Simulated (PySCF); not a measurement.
## How methods differ on the ionisation energy of Rb

Rb [Kr] 5s1 (2S) → Rb⁺ [Kr] (1S), as a difference of total energies. Computed with PySCF 2.14 in def2-SVP with the def2 core potential (28 electrons), with a scalar-relativistic core potential. The calculations carry no spin-orbit coupling.

```tsv
method	ionisation energy (eV)	error (eV)
UHF	3.805	-0.372
PBE0	4.203	+0.026
MN15	4.117	-0.060
```

Reference: 4.177 eV (measured; NIST Atomic Spectra Database, ionization energies).
